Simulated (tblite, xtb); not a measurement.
AlF2, doublet, at a GFN2-xTB geometry (such geometries of metal compounds can be far from the true shape) (the spin is typed, not shown lowest). Base run: GFN1-xTB (xtb).

The xtb input:
```
$ xtb mol.xyz --gfn 1 --uhf 1 --json

# file mol.xyz
3

Al     0.30691416     0.12978758     0.10495073
F     -0.37803201     1.08352591    -1.07437289
F     -0.06528844    -1.27099685     0.92277739
```

Programs used: tblite, xtb; a row that names a program was run with it.

Each row names what was changed in the base input (with any setting that the change needs).

| change | ΔE vs base (mEh) | dipole (D) | G_solv (kcal/mol) | SCF cycles |
|---|---|---|---|---|
| base | 0.000 | 2.17 | - | 7 |
| alpb = methanol | -2.645 | 2.20 | -1.68 | 7 |
| etemp = 3000 | -0.092 | 2.16 | - | 7 |
| gbsa = toluene | -5.243 | 2.20 | -3.31 | 7 |
| alpb = thf | -3.316 | 2.19 | -2.09 | 7 |
| program = tblite; method = gfn1; option = (--guess, eeq) | 0.000 | - | - | - |
| acc = 1000 | 0.000 | 2.17 | - | 5 |
| etemp = 10000 | -20.247 | 1.57 | - | 6 |
| program = tblite; method = gfn1; option = (--etemp, 2000) | -0.003 | - | - | - |
| program = tblite; method = gfn1 | 0.000 | - | - | - |
| acc = 0.1 | 0.000 | 2.17 | - | 8 |
| file = coord | 0.000 | 2.17 | - | 7 |

ALPB and GBSA are two models with their own fitted parameters for each solvent, which aren't always the measured dielectric constant.
